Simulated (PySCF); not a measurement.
H₃ISi₂ (SMILES [SiH3][Si]I), singlet, geometry from GFN2-xTB (all electrons, no relativity), with bond 5-3 at 1.4 times its length; CASSCF(6,5)/STO-3G in PySCF.

Input for PySCF:
```python
from pyscf import gto, scf, mcscf
import numpy

mol = gto.M(
    atom='''
Si    0.169085    0.931745    1.200826
I    -0.074855   -1.149311   -0.225541
Si    0.093341    2.724425   -0.247666
H    -0.982326    3.568337    0.303650
H    -0.161982    2.736959   -2.285160
H     1.364685    3.425389    0.008788
''',
    basis='sto-3g',
    charge=0,
    spin=0,
    verbose=4,
)

mf = scf.RHF(mol)
mf.kernel()
mc = mcscf.CASSCF(mf, 5, 6)
mc.fix_spin_(ss=0.0)
mc.kernel()
occ = numpy.linalg.eigvalsh(mc.fcisolver.make_rdm1(mc.ci, mc.ncas, mc.nelecas))[::-1]
ss = mc.fcisolver.spin_square(mc.ci, mc.ncas, mc.nelecas)[0]
print('natural occupations', occ.round(4), ' <S^2>', round(ss, 4))
```

Output, abridged:

```
PySCF version 2.14.0

[INPUT] verbose = 4
[INPUT] num. atoms = 6
[INPUT] num. electrons = 84
[INPUT] charge = 0
[INPUT] spin (= nelec alpha-beta = 2S) = 0
[INPUT] symmetry False subgroup None
[INPUT] Mole.unit = angstrom
[INPUT] Symbol           X                Y                Z      unit          X                Y                Z       unit  Magmom
[INPUT]  1 Si     0.169085000000   0.931745000000   1.200826000000 AA    0.319524341772   1.760742867933   2.269232263257 Bohr   0.0
[INPUT]  2 I     -0.074855000000  -1.149311000000  -0.225541000000 AA   -0.141455449054  -2.171883021950  -0.426210719861 Bohr   0.0
[INPUT]  3 Si     0.093341000000   2.724425000000  -0.247666000000 AA    0.176388926193   5.148417096918  -0.468020910367 Bohr   0.0
[INPUT]  4 H     -0.982326000000   3.568337000000   0.303650000000 AA   -1.856327105039   6.743179650152   0.573815337724 Bohr   0.0
[INPUT]  5 H     -0.161982000000   2.736959000000  -2.285160000000 AA   -0.306101617109   5.172102924163  -4.318326550811 Bohr   0.0
[INPUT]  6 H      1.364685000000   3.425389000000   0.008788000000 AA    2.578880896302   6.473047080098   0.016606913183 Bohr   0.0

nuclear repulsion = 340.223895432908
number of shells = 24
number of NR pGTOs = 144
number of NR cGTOs = 48
basis = sto-3g
ecp = {}

******** <class 'pyscf.scf.hf.RHF'> ********
method = RHF
initial guess = minao
damping factor = 0
level_shift factor = 0
DIIS = <class 'pyscf.scf.diis.CDIIS'>
diis_start_cycle = 1
diis_space = 8
diis_damp = 0
SCF conv_tol = 1e-09
SCF conv_tol_grad = None
SCF max_cycles = 50
direct_scf = True
direct_scf_tol = 1e-13
Set gradient conv threshold to 3.16228e-05
Initial guess from minao.
init E= -7400.65562984152
  HOMO = -0.28827744116065  LUMO = -0.122007156072597  gap/eV = 4.52444
cycle= 1 E= -7423.44502962208  delta_E= -22.8  |g|= 0.288  |ddm|=  2.8
  HOMO = -0.181051931551974  LUMO = 0.0737866090338  gap/eV = 6.93451
cycle= 2 E= -7423.52197974217  delta_E= -0.077  |g|= 0.0777  |ddm|= 1.18
  HOMO = -0.207914607838327  LUMO = 0.159145678651888  gap/eV = 9.98822
cycle= 3 E= -7423.52620580824  delta_E= -0.00423  |g|= 0.0217  |ddm|= 0.197
  HOMO = -0.21634844067488  LUMO = 0.154401390408932  gap/eV = 10.08862
cycle= 4 E= -7423.52681500501  delta_E= -0.000609  |g|= 0.00559  |ddm|= 0.105
  HOMO = -0.216415469919576  LUMO = 0.154638142866992  gap/eV = 10.09688
cycle= 5 E= -7423.52687319443  delta_E= -5.82e-05  |g|= 0.00144  |ddm|= 0.0337
  HOMO = -0.216454182451188  LUMO = 0.155158533669962  gap/eV = 10.11210
cycle= 6 E= -7423.52687722898  delta_E= -4.03e-06  |g|= 0.000189  |ddm|= 0.0102
  HOMO = -0.216436805014819  LUMO = 0.155153512985646  gap/eV = 10.11149
cycle= 7 E= -7423.5268772893  delta_E= -6.03e-08  |g|= 4.19e-05  |ddm|= 0.00116
  HOMO = -0.216435316436222  LUMO = 0.155152774755703  gap/eV = 10.11143
cycle= 8 E= -7423.52687729111  delta_E= -1.82e-09  |g|= 1.22e-05  |ddm|= 0.000152
  HOMO = -0.216435364342265  LUMO = 0.155153148124979  gap/eV = 10.11144
cycle= 9 E= -7423.52687729135  delta_E= -2.33e-10  |g|= 2.92e-06  |ddm|= 5.74e-05
  HOMO = -0.216434941292759  LUMO = 0.15515323951784  gap/eV = 10.11143
Extra cycle  E= -7423.52687729136  delta_E= -8.19e-12  |g|= 1.61e-06  |ddm|= 1.09e-05
converged SCF energy = -7423.52687729136

******** <class 'pyscf.mcscf.mc1step.CASSCF'> ********
CAS (3e+3e, 5o), ncore = 39, nvir = 4
max_cycle_macro = 50
max_cycle_micro = 4
conv_tol = 1e-07
conv_tol_grad = None
orbital rotation max_stepsize = 0.02
orbital rotation threshold for CI restart = 0.01
augmented hessian ah_max_cycle = 30
augmented hessian ah_conv_tol = 1e-12
augmented hessian ah_linear dependence = 1e-14
augmented hessian ah_level shift = 1e-08
augmented hessian ah_start_tol = 2.5
augmented hessian ah_start_cycle = 3
augmented hessian ah_grad_trust_region = 3
kf_trust_region = 3
kf_interval = 4
ci_response_space = 4
ci_grad_trust_region = 3
with_dep4 0
natorb = False
canonicalization = True
sorting_mo_energy = False
ao2mo_level = 2
internal_rotation = False
******** <class 'pyscf.fci.addons.SpinPenaltyFCISolver'> ********
max. cycles = 50
conv_tol = 1e-08
davidson only = True
linear dependence = 1e-12
level shift = 0.001
max iter space = 12
nroots = 1
pspace_size = 400
spin = None
CASCI E = -7423.53186724967  S^2 = 0.0000000
Set conv_tol_grad to 0.000316228
macro iter   1 ( 21 JK    4 micro), CASSCF E = -7423.54465019097  dE = -1.27829413e-02  S^2 = 0.0000000
               |grad[o]|=0.00986  |grad[c]|=0.0215  |ddm|=0.0493  |maxRot[o]|=0.293
macro iter   2 ( 21 JK    4 micro), CASSCF E = -7423.55906652415  dE = -1.44163332e-02  S^2 = 0.0000000
               |grad[o]|=0.0301  |grad[c]|=0.00939  |ddm|=0.0783  |maxRot[o]|=0.159
macro iter   3 ( 21 JK    4 micro), CASSCF E = -7423.56869417095  dE = -9.62764680e-03  S^2 = 0.0000000
               |grad[o]|= 0.03  |grad[c]|=0.0108  |ddm|=0.0392  |maxRot[o]|=0.191
macro iter   4 ( 21 JK    4 micro), CASSCF E = -7423.57146451477  dE = -2.77034382e-03  S^2 = 0.0000000
               |grad[o]|=0.0163  |grad[c]|=0.0158  |ddm|=0.0155  |maxRot[o]|=0.279
macro iter   5 ( 21 JK    4 micro), CASSCF E = -7423.57694591065  dE = -5.48139588e-03  S^2 = 0.0000000
               |grad[o]|=0.0128  |grad[c]|=0.0169  |ddm|=0.0799  |maxRot[o]|=0.267
macro iter   6 ( 21 JK    4 micro), CASSCF E = -7423.58105600958  dE = -4.11009893e-03  S^2 = 0.0000000
               |grad[o]|=0.0179  |grad[c]|=0.0173  |ddm|=0.0136  |maxRot[o]|=0.103
macro iter   7 ( 21 JK    4 micro), CASSCF E = -7423.58275169556  dE = -1.69568598e-03  S^2 = 0.0000000
               |grad[o]|=0.0123  |grad[c]|=0.0134  |ddm|=0.00711  |maxRot[o]|=0.121
macro iter   8 ( 12 JK    3 micro), CASSCF E = -7423.58363116334  dE = -8.79467785e-04  S^2 = 0.0000000
               |grad[o]|=0.00877  |grad[c]|=0.0144  |ddm|=0.00515  |maxRot[o]|=0.0753
macro iter   9 (  7 JK    2 micro), CASSCF E = -7423.58402483471  dE = -3.93671364e-04  S^2 = 0.0000000
               |grad[o]|=0.00555  |grad[c]|=0.00545  |ddm|=0.00721  |maxRot[o]|=0.0671
macro iter  10 (  7 JK    2 micro), CASSCF E = -7423.58416652358  dE = -1.41688870e-04  S^2 = 0.0000000
               |grad[o]|=0.00391  |grad[c]|=0.0343  |ddm|=0.00841  |maxRot[o]|=0.069
macro iter  11 (  7 JK    2 micro), CASSCF E = -7423.58425926116  dE = -9.27375831e-05  S^2 = 0.0000000
               |grad[o]|=0.0032  |grad[c]|=0.0209  |ddm|=0.00835  |maxRot[o]|=0.0697
macro iter  12 (  7 JK    2 micro), CASSCF E = -7423.58440134410  dE = -1.42082942e-04  S^2 = 0.0000000
               |grad[o]|=0.00291  |grad[c]|=0.000962  |ddm|=0.00627  |maxRot[o]|=0.0595
macro iter  13 (  7 JK    2 micro), CASSCF E = -7423.58452816948  dE = -1.26825377e-04  S^2 = 0.0000000
               |grad[o]|=0.0031  |grad[c]|=0.00549  |ddm|=0.00196  |maxRot[o]|=0.0698
macro iter  14 (  7 JK    2 micro), CASSCF E = -7423.58464745469  dE = -1.19285208e-04  S^2 = 0.0000000
               |grad[o]|=0.00244  |grad[c]|=0.00541  |ddm|=0.0019  |maxRot[o]|=0.0698
macro iter  15 (  7 JK    2 micro), CASSCF E = -7423.58473789165  dE = -9.04369599e-05  S^2 = 0.0000000
               |grad[o]|=0.00209  |grad[c]|=0.0056  |ddm|=0.00317  |maxRot[o]|=0.0698
macro iter  16 (  7 JK    2 micro), CASSCF E = -7423.58478125034  dE = -4.33586929e-05  S^2 = 0.0000000
               |grad[o]|=0.00112  |grad[c]|=0.00585  |ddm|=0.00621  |maxRot[o]|=0.0599
macro iter  17 ( 15 JK    4 micro), CASSCF E = -7423.58474538749  dE =  3.58628458e-05  S^2 = 0.0000000
               |grad[o]|=0.00078  |grad[c]|=0.00485  |ddm|=0.0314  |maxRot[o]|=0.109
macro iter  18 ( 21 JK    4 micro), CASSCF E = -7423.58474606110  dE = -6.73602699e-07  S^2 = 0.0000000
               |grad[o]|=0.000469  |grad[c]|=0.000634  |ddm|=0.000537  |maxRot[o]|=0.00739
macro iter  19 (  7 JK    2 micro), CASSCF E = -7423.58476080484  dE = -1.47437386e-05  S^2 = 0.0000000
               |grad[o]|=0.000258  |grad[c]|=0.000552  |ddm|=0.00198  |maxRot[o]|=0.0383
macro iter  20 (  7 JK    2 micro), CASSCF E = -7423.58477656011  dE = -1.57552777e-05  S^2 = 0.0000000
               |grad[o]|=0.000219  |grad[c]|=0.00107  |ddm|=0.00479  |maxRot[o]|=0.0517
macro iter  21 (  7 JK    2 micro), CASSCF E = -7423.58478955140  dE = -1.29912851e-05  S^2 = 0.0000000
               |grad[o]|=0.000228  |grad[c]|=0.00159  |ddm|=0.00785  |maxRot[o]|=0.0601
macro iter  22 (  5 JK    2 micro), CASSCF E = -7423.58479408657  dE = -4.53517532e-06  S^2 = 0.0000000
               |grad[o]|=0.000267  |grad[c]|=0.000572  |ddm|=0.00161  |maxRot[o]|=0.0278
macro iter  23 (  7 JK    2 micro), CASSCF E = -7423.58479942200  dE = -5.33542243e-06  S^2 = 0.0000000
               |grad[o]|=0.000205  |grad[c]|=0.00137  |ddm|=0.00318  |maxRot[o]|=0.0418
macro iter  24 ( 12 JK    3 micro), CASSCF E = -7423.58479320599  dE =  6.21600975e-06  S^2 = 0.0000000
               |grad[o]|=0.000143  |grad[c]|=0.00239  |ddm|=0.00558  |maxRot[o]|=0.0539
macro iter  25 ( 21 JK    4 micro), CASSCF E = -7423.58479341150  dE = -2.05511242e-07  S^2 = 0.0000000
               |grad[o]|=0.000447  |grad[c]|=0.00065  |ddm|=0.000357  |maxRot[o]|=0.00498
macro iter  26 (  7 JK    2 micro), CASSCF E = -7423.58479825647  dE = -4.84497286e-06  S^2 = 0.0000000
               |grad[o]|=0.00014  |grad[c]|=0.000898  |ddm|=0.00254  |maxRot[o]|=0.038
macro iter  27 (  7 JK    2 micro), CASSCF E = -7423.58480143179  dE = -3.17531794e-06  S^2 = 0.0000000
               |grad[o]|=0.000118  |grad[c]|=0.00122  |ddm|=0.00159  |maxRot[o]|=0.0381
macro iter  28 (  6 JK    1 micro), CASSCF E = -7423.58480263218  dE = -1.20039658e-06  S^2 = 0.0000000
               |grad[o]|=0.000156  |grad[c]|=0.000636  |ddm|=0.000246  |maxRot[o]|=0.0142
macro iter  29 ( 10 JK    3 micro), CASSCF E = -7423.58479880434  dE =  3.82784037e-06  S^2 = 0.0000000
               |grad[o]|=0.000326  |grad[c]|=0.00183  |ddm|=0.00408  |maxRot[o]|=0.0466
macro iter  30 ( 16 JK    3 micro), CASSCF E = -7423.58480102769  dE = -2.22335075e-06  S^2 = 0.0000000
               |grad[o]|=0.000307  |grad[c]|=0.000581  |ddm|=0.00038  |maxRot[o]|=0.0222
macro iter  31 (  7 JK    2 micro), CASSCF E = -7423.58480308438  dE = -2.05668766e-06  S^2 = 0.0000000
               |grad[o]|=7.44e-05  |grad[c]|=0.000918  |ddm|=0.000939  |maxRot[o]|=0.0322
macro iter  32 (  6 JK    1 micro), CASSCF E = -7423.58480404484  dE = -9.60456418e-07  S^2 = 0.0000000
               |grad[o]|=8.22e-05  |grad[c]|=0.00065  |ddm|=0.000177  |maxRot[o]|=0.0171
macro iter  33 (  8 JK    2 micro), CASSCF E = -7423.58480270140  dE =  1.34343827e-06  S^2 = 0.0000000
               |grad[o]|=0.00017  |grad[c]|=0.000708  |ddm|=0.000497  |maxRot[o]|=0.0224
macro iter  34 ( 16 JK    3 micro), CASSCF E = -7423.58480390545  dE = -1.20405002e-06  S^2 = 0.0000000
               |grad[o]|=0.000246  |grad[c]|=0.000515  |ddm|=9.74e-05  |maxRot[o]|=0.0204
macro iter  35 (  4 JK    1 micro), CASSCF E = -7423.58480416967  dE = -2.64215487e-07  S^2 = 0.0000000
               |grad[o]|=5.95e-05  |grad[c]|=0.000228  |ddm|=0.000122  |maxRot[o]|=0.0101
macro iter  36 (  5 JK    1 micro), CASSCF E = -7423.58480487095  dE = -7.01288627e-07  S^2 = 0.0000000
               |grad[o]|=6.65e-05  |grad[c]|=0.000478  |ddm|=0.000143  |maxRot[o]|=0.0144
macro iter  37 (  4 JK    1 micro), CASSCF E = -7423.58480493573  dE = -6.47733032e-08  S^2 = 0.0000000
               |grad[o]|=3.55e-05  |grad[c]|=0.000101  |ddm|=8.53e-05  |maxRot[o]|=0.002
1-step CASSCF converged in  37 macro (413 JK  94 micro) steps
CASSCF canonicalization
Density matrix diagonal elements [1.90683236 1.97746407 1.93485709 0.05042356 0.13042291]
CASSCF energy = -7423.58480493573
CASCI E = -7423.58480493573  E(CI) = -6.51884807885108  S^2 = 0.0000000
natural occupations [1.9984 1.9516 1.8697 0.13   0.0504]  <S^2> 0.0
```
